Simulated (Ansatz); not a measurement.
A further run on the cluster Al₅H.

```yaml
crystal:
  periodic: [false, false, false]
  atoms:
    - {symbol: Al, position_ang: [-1.470034, 1.316647, -0.375141]}
    - {symbol: Al, position_ang: [-0.146684, 1.856089, 1.760552]}
    - {symbol: Al, position_ang: [1.124388, 0.673160, -0.066529]}
    - {symbol: Al, position_ang: [0.954684, -1.798368, 0.536513]}
    - {symbol: Al, position_ang: [-1.173370, -1.233701, -0.749955]}
    - {symbol: H, position_ang: [0.711025, -0.813827, -1.105439]}
basis:
  gaussian: {orbitals: def2-mTZVP}
hamiltonian: {xc: {name: RPBE}}
scf: {omitted_lower_state_checks: [starts]}
output: {forces: true}
```

```sh
$ ansatz run in.yaml --threads 2 --pin off --events-out ev --progress --plain --max-ram 4352MiB
```

It prints (some lines left out):

```
Functional definition: RPBE
1199 factors; their error is unknown
mean field evaluation 1: about -32992.8481 eV, gradient 2.8e1 eV
mean field evaluation 2: about -32976.3473 eV, gradient 5.9e1 eV
mean field evaluation 4: about -32995.3403 eV, gradient 1.5e1 eV
mean field evaluation 8: about -32996.8112 eV, gradient 4.7e-1 eV
mean field evaluation 16: about -32996.7573 eV, gradient 1.4e-3 eV
mean field -32996.75729659 eV, -1212.6084646444 hartree, gradient 2.0e-5 eV, S^2 0.000000; 0 other end points of the search recorded, 0 dependent functions left out
reference -32996.75733128 eV, -1212.6084659192 hartree; 33, 33 occupied and 80, 80 virtual orbitals, 1199 factors
Total energy: -32996.75733128 eV, -1212.6084659192 hartree
Atom 0 at    -1.470034     1.316647    -0.375141 Å, force    -0.191121     0.168208    -0.090779 eV/Å
Atom 1 at    -0.146684     1.856089     1.760552 Å, force    -0.005553     0.173330     0.213394 eV/Å
Atom 2 at     1.124388     0.673160    -0.066529 Å, force     0.185394     0.134550    -0.027113 eV/Å
Atom 3 at     0.954684    -1.798368     0.536513 Å, force     0.157733    -0.234924     0.065622 eV/Å
Atom 4 at    -1.173370    -1.233701    -0.749955 Å, force    -0.187014    -0.156051    -0.111378 eV/Å
Atom 5 at     0.711025    -0.813827    -1.105439 Å, force     0.040562    -0.085113    -0.049745 eV/Å
Dipole moment:    -0.039316    -0.049600     0.052365 e Å
Checks for a lower state left out: starts
```

It took 1.8 s on 2 threads of Intel Xeon Platinum 8375C on a shared host.

The restricted singlet is unstable towards broken spin symmetry at other levels; at RKS RPBE/def2-mTZVP this wasn't settled.
